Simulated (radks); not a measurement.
Values are calculated unless marked as measured or tabulated.
La V, configuration [Kr] 4d10 5s2 5p5 (the NIST ground configuration).

Code: a radial shooting solver on a logarithmic mesh with Libxc functionals. Model: scalar-relativistic Kohn-Sham, SCAN, spin-unpolarised, spherical densities, finite nucleus; meta-GGA in the generalised Kohn-Sham scheme; Fermi nuclear charge, rms radius 4.855 fm.

Energy parts (hartree):
| part | energy |
|---|---|
| total | -8491.2915 |
| kinetic | 8981.8410 |
| electron-nucleus | -20473.8383 |
| Hartree | 3203.7934 |
| exchange-correlation | -203.0876 |

Orbitals (lengths in bohr, moments of r in powers of bohr; <r^-3> diverges for s and p1/2; r(max) is where P^2 peaks):
orbital  occ.  eigenvalue (hartree)  <r^-3>   r(max)
1s          2             -1427.758       -  0.01608
2s          2             -229.1924       -  0.09084
2p          6             -205.4185    7489  0.07315
3s          2             -50.42519       -   0.2599
3p          6             -42.77274    1491   0.2545
3d         10             -31.80719   203.8   0.2104
4s          2             -11.39602       -   0.6083
4p          6              -8.89087   315.1   0.6351
4d         10              -5.25920   35.57   0.6710
5s          2              -2.77594       -    1.398
5p          5              -2.11236   52.08    1.549

The highest occupied level is 5p at -57.480 eV. The density falls to 0.001 e/bohr^3 at r = 3.34 bohr. The electron density at the nucleus is 3.646e+05 e/bohr^3 (large components only).

Empty levels of this run are not shown, since the potential may be unsettled where no density lies.
